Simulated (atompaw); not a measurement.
**Reading a pseudo-wave (Pt (Z = 78))**

Columns: radius, all-electron u(r) and pseudo u(r) of the 5p shell (level -60.03 eV) of platinum in the configuration [Kr] 4d10 4f14 5s2 5p6 5d9 6s0.5 6p0; PBEsol, scalar-relativistic, PAW (atompaw) scheme, atompaw 4.2.0.5.

```
r (bohr)  all-electron  pseudo
   0.094        0.2092  0.0251
   0.188        0.1927  0.0981
   0.283       -0.4508  0.2132
   0.377       -0.5753  0.3567
   0.471       -0.2611  0.5160
   0.565        0.1896  0.6760
   0.660        0.5958  0.8232
   0.754        0.8813  0.9419
   0.848        1.0465  1.0243
   0.942        1.1125  1.0652
   1.037        1.1059  1.0643
   1.131        1.0519  1.0259
   1.225        0.9703  0.9583
   1.319        0.8754  0.8716
   1.413        0.7768  0.7761
   1.508        0.6797  0.6797
   1.602        0.5898  0.5898
   1.696        0.5079  0.5079
   1.790        0.4346  0.4346
   1.885        0.3695  0.3695
   1.979        0.3134  0.3134
   2.073        0.2649  0.2649
   2.167        0.2233  0.2233
   2.262        0.1875  0.1875
   2.356        0.1573  0.1573
   2.450        0.1318  0.1318
```

(1) How many radial nodes do the two functions have?

(2) At about which radius was the pseudo-wave matched?

(3) Is the pseudo-wave norm-conserving?

## Answers

(1) The all-electron 5p function has n − l − 1 = 3 (the table is too coarse to show those close to the nucleus); the pseudo-wave has 0, since the states of the same l below it are removed with the core.

(2) 1.60 bohr, where the columns begin to agree (steps of 0.09 bohr).

(3) No, it belongs to a PAW set: the norm inside the radius is not constrained, and the difference is carried by the augmentation charge.
